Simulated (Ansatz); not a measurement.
System (SMILES): Cl[Se]Cl.
Atoms: Se1, Cl2, Cl3. Bonds: Se1-Cl2, Se1-Cl3.

How fast the highest harmonic wavenumber converges with the basis for several methods (Ansatz, an electronic-structure program): deviation from each method's own reference, in cm⁻¹. References: CCSD(T) 421 cm⁻¹, the value in aug-cc-pV(T+d)Z; HF 458 cm⁻¹, the value in aug-pcseg-2; MP2 438 cm⁻¹, the value in aug-cc-pV(T+d)Z; PBE 408 cm⁻¹, the value in aug-pcseg-2; PBE0 435 cm⁻¹, the value in aug-pcseg-2. Cartesian d functions, on some or all atoms, in 6-31G*, 6-311G**; all else is spherical. In correlated methods cores are frozen (with 3d on Ga to Br). No added dispersion term, no relativity. Each level at its own minimum, unscaled; the references are large sets that could be run, not limits.

```tsv
basis	functions	CCSD(T)	HF	MP2	PBE	PBE0
def2-SVP	68	-23	-17	-17	-11	-13
cc-pV(D+d)Z	73	-18	-10	-14	-7	-7
6-31G*	73	-11	-1	-7	-5	-5
6-311G**	98	-18	-8	-15	-11	-10
aug-cc-pV(D+d)Z	100	-20	-9	-19	-5	-6
pcseg-2	111	5	-1	6	0	0
cc-pV(T+d)Z	121	2	1	3	1	1
def2-TZVP	122	2	0	2	1	1
def2-TZVPP	132	3	0	3	1	1
def2-TZVPPD	159	3	1	3	2	2
aug-cc-pV(T+d)Z	169	0	1	0	0	0
```

Mean absolute deviation over 6-311G**, pcseg-2, cc-pV(T+d)Z, def2-TZVP, def2-TZVPP, def2-TZVPPD: HF 2, PBE0 3, PBE 3, MP2 5, CCSD(T) 6 cm⁻¹.
